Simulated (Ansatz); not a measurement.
Cost and result for the atomization energy of CH₆AsBOSi (`O=CB([SiH3])[AsH2]`) (11 atoms, 10 bonds).

```xyz
11

O    -0.110   -1.265   -2.184
C    -0.345   -1.421   -1.004
B     0.077   -0.323    0.026
Si   -1.119    1.260    0.354
As    1.725   -0.589    1.100
H    -0.868   -2.347   -0.662
H    -0.669    2.064    1.522
H    -1.060    2.104   -0.871
H    -2.531    0.841    0.576
H     2.249    0.829    1.098
H     2.651   -1.153    0.044
```

Total charge 0; spin multiplicity 1. Correlated methods include outer-core shells of As, which these sets cover unevenly. Scalar relativity is left out up to krypton. The geometry is a stationary point of PBE0-D4/def2-TZVP. It is one conformer, not always the lowest. Program: Ansatz. All runs use 4 threads of an Arm Neoverse V2 on a shared host. Times are those of one run each, without the atoms' runs, and a repeat can differ threefold. Electronic energies, without spin–orbit coupling; frozen cores. CCSD(T)/CBS adds CCSD(T) − MP2 in def2-TZVPP to the MP2 limit, and its time is that of the two runs behind it. T1 = 0.017. With those shells the extrapolation isn't a true limit. B3LYP takes the VWN-RPA correlation (the form of Gaussian; ORCA's B3LYP/G).

CCSD(T)/CBS is a level of theory with its own doubt, some kJ/mol a heavy atom from the limit and from the frozen cores, so smaller differences don't rank the functionals.

```tsv
level	functions	wall time	atomization (kcal/mol)	difference from CCSD(T)/CBS	per bond
LDA (SPW92)/def2-TZVPP	267	1.6 s	1000.1	136.3	13.6
revPBE-D4/def2-TZVPP	267	2.7 s	865.8	2.0	0.2
PBE-D4/def2-TZVPP (with forces)	267	3.2 s	886.5	22.7	2.3
PBE0-D4/def2-TZVPP	267	4.3 s	867.0	3.2	0.3
BHLYP-D4/def2-TZVPP	267	4.5 s	843.4	-20.4	-2.0
B3LYP-D4/def2-TZVPP (with forces)	267	6.5 s	871.3	7.5	0.8
B2PLYP/def2-TZVPP	267	8.5 s	857.0	-6.8	-0.7
ωB97X-V/def2-TZVPP	267	11 s	874.5	10.7	1.1
CCSD(T)/def2-SVP	122	13 s	812.0	-51.8	-5.2
ωB97M-V/def2-TZVPP (with forces)	267	17 s	867.3	3.5	0.4
MP2/def2-QZVPP	510	35 s	861.9	-1.9	-0.2
CCSD(T)/def2-TZVPP	267	5.3 min	841.0	-22.8	-2.3
CCSD(T)/CBS(def2)	–	5.9 min	863.8	0.0	0.0
```

From BLYP to BHLYP (50 % exact exchange), in def2-TZVPP and without D4, the atomization energy moves by −24.7 kcal/mol: exact exchange takes away binding that semilocal exchange gives to molecules. Leaving LDA and LC-ωPBE aside and taking each functional with its dispersion term where it has one, the values spread over 43.1 kcal/mol, from BHLYP-D4 to PBE-D4. LDA lies +120.0 kcal/mol from PBE without D4, its usual overbinding. At CCSD(T), def2-SVP lies −51.8 kcal/mol from the extrapolated value and def2-TZVPP −22.8 kcal/mol: correlation converges slowly with the basis, and small sets miss more of it in the bonded molecule than in its fragments.
